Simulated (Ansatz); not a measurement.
One change: `CC(C)OCC1CO1` becomes `COC(C)C`.

Ansatz, PBE0-D4/def2-TZVP geometries, multiplicity 1. Each molecule was computed in one conformer, which needn't be the lowest.

```
                                          property  `CC(C)OCC1CO1`
           HOMO–LUMO gap (ωB97M-V/def2-TZVPP) / eV           12.32
                LUMO energy (PBE0/def2-TZVPP) / eV            1.03
size of the dipole moment (ωB97M-V/def2-TZVPP) / D            2.14
               LUMO energy (B3LYP/def2-TZVPP) / eV            0.71
             HOMO–LUMO gap (B3LYP/def2-TZVPP) / eV            7.91
  size of the dipole moment (B3LYP/def2-TZVPP) / D            2.13
```

**Question.** What does the change do to each property? (Best estimate.)

**Answer.** Ansatz gave: 
```json
{"property": "HOMO–LUMO gap (ωB97M-V/def2-TZVPP) / eV", "`COC(C)C`": "12.45", "shift": "0.13"}
{"property": "LUMO energy (PBE0/def2-TZVPP) / eV", "`COC(C)C`": "1.28", "shift": "0.25"}
{"property": "size of the dipole moment (ωB97M-V/def2-TZVPP) / D", "`COC(C)C`": "1.19", "shift": "-0.95"}
{"property": "LUMO energy (B3LYP/def2-TZVPP) / eV", "`COC(C)C`": "0.94", "shift": "0.23"}
{"property": "HOMO–LUMO gap (B3LYP/def2-TZVPP) / eV", "`COC(C)C`": "8.02", "shift": "0.11"}
{"property": "size of the dipole moment (B3LYP/def2-TZVPP) / D", "`COC(C)C`": "1.18", "shift": "-0.95"}
```

With PBE0 the HOMO rises by 0.13 eV and the LUMO rises by 0.25 eV, so the gap widens by about 0.12 eV. PBE moves the HOMO by 0.12 eV and ωB97M-V by 0.13 eV. Dipoles are sizes alone; their direction can turn.

Positive LUMOs are unbound, so they and the gaps depend on the basis.

B3LYP here is the variant with VWN-RPA as its local correlation; programs differ in this.
